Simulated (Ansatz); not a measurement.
Consider the formal exchange of groups at the Se–Si bond: `[CH3][AlH][SiH2][SeH]` + `N[SiH2][AlH2]` → `N[SiH2][AlH][SeH]` + `[CH3][AlH][SiH3]`.

Computed with Ansatz on PBE0-D4/def2-TZVP structures; ΔE is electronic, products minus reactants. CCSD(T)/CBS adds triple-zeta CCSD(T) − MP2 to the extrapolated MP2 energy (def2 sets, frozen cores). DFT in def2-TZVPP. B3LYP here is the variant with VWN-RPA as its local correlation; programs differ in this. For Se outer-core shells are correlated without core-valence functions, which leaves a few kJ/mol of doubt a bond. Scalar relativity is left out up to krypton. One conformer a species, not always the lowest.

Is it downhill or uphill in electronic energy at CCSD(T)/CBS, and by how much? (An estimate is asked.)

Computed: Downhill: ΔE = -69.3 kJ/mol.

What do these levels give: r2SCAN-D4, PBE0-D4, B3LYP-D4, ωB97X-V, ωB97M-V, HF/def2-TZVPP, MP2/def2-TZVPP, CCSD/def2-TZVPP, CCSD(T)/def2-TZVPP, HF/CBS(def2), MP2/CBS(def2), CCSD/CBS(def2)? (Estimate.)

Computed: r2SCAN-D4 -74.2, PBE0-D4 -70.1, B3LYP-D4 -70.0, ωB97X-V -66.7, ωB97M-V -68.1, HF/def2-TZVPP -67.6, MP2/def2-TZVPP -70.1, CCSD/def2-TZVPP -70.2, CCSD(T)/def2-TZVPP -71.2, HF/CBS(def2) -66.7, MP2/CBS(def2) -68.2, CCSD/CBS(def2) -68.3 kJ/mol.

Largest T1 diagnostic among the species: 0.011.
